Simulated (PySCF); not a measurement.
ethenyl silylformate (C3H6O2Si), SMILES C(OC(=O)[SiH3])=C.

Geometry optimised at PBE0-D3(BJ)/def2-SVP. The values are those of a single conformer.

Computed with SMD-PBE0/6-31G* (PySCF).

Solvation free energies are E(SMD) − E(gas) at the gas-phase geometry, for 1 M in both phases. In vacuum the dipole moment is 1.56 D.

Computed solvation free energies in water, dichloromethane, 1-octanol:
```csv
solvent,ΔG(solv) (kcal/mol),its non-electrostatic (CDS) part,dipole (D)
water,1.4,6.2,2.21
dichloromethane,-2.2,0.6,1.94
1-octanol,-0.4,3.5,2.07
```
